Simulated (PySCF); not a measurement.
Si(GeH3)2(H)2 (Ge2H8Si), SMILES [GeH3][SiH2][GeH3].

Coordinates come from a PBE0-D3(BJ)/def2-SVP optimisation.

Two levels are set side by side: PBE/def2-TZVP (PySCF) and ωB97X/def2-TZVP (PySCF). Same geometry, gas phase. Differences are taken from unrounded values.

| quantity | ωB97X | PBE | PBE minus ωB97X |
|---|---|---|---|
| orbital gap (eV) | 11.93 | 5.98 | -5.95 |
| highest occupied level (eV) | -10.11 | -6.89 | 3.22 |
| lowest empty level (eV) | 1.82 | -0.91 | -2.73 |
| dipole moment (D) | 0.18 | 0.12 | -0.06 |
| mean polarisability (bohr³) | 96.9 | 101.3 | 4.3 |

Without exact exchange PBE keeps part of each electron's self-repulsion, which lifts occupied levels and narrows the gap. PBE's more diffuse valence density responds more strongly to a field. Differences between two approximate levels are no errors against the true value.

Rough cost on one machine, each run with all the roots and properties that it gave: ωB97X against PBE within a factor of 2.
